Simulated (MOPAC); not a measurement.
MOPAC input (AM1):

```
AM1 1SCF UHF MS=0.5 GEO-OK AUX(PRECISION=9) THREADS=1
BeCl

Be   -0.00000000 1   -0.00000000 1   -1.47034744 1
Cl    0.00000000 1    0.00000000 1    0.34596410 1
```

Question: What heat of formation does the run end on, and which ionisation energy by Koopmans theorem?

Answer: 14.11 kcal/mol; 9.32 eV.
